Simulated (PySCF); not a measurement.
Computed IR spectrum (relative IR intensity) of a molecule C3H6O2Si. The structure is a stationary point at PBE-D3(BJ)/def2-SVP. Other conformers were not sampled. Method: PBE-D3(BJ)/def2-SVP (PySCF 2.14.0). Frequencies are harmonic and unscaled.

```
ν (cm⁻¹)  relative intensity
--------  ------------------
368                      6.0
439                      6.3
594                       11
676                      2.6
716                      2.1
790                      3.2
858                       79
872                       11
886                      8.3
903                       14
906                      9.8
962                      7.7
1082                      31
1157                     100
1307                     5.9
1350                     3.5
1640                      20
1748                      44
2178                      13
2194                      23
2197                      25
3133                     4.1
```

Problem. Pick the molecule that these values belong to.
A. O=C1CCO[SiH2]1
B. O=C1C[SiH2]CO1
C. C=COC(=O)[SiH3]
D. [SiH3]C=C1OCO1

Solution. C, C=COC(=O)[SiH3]
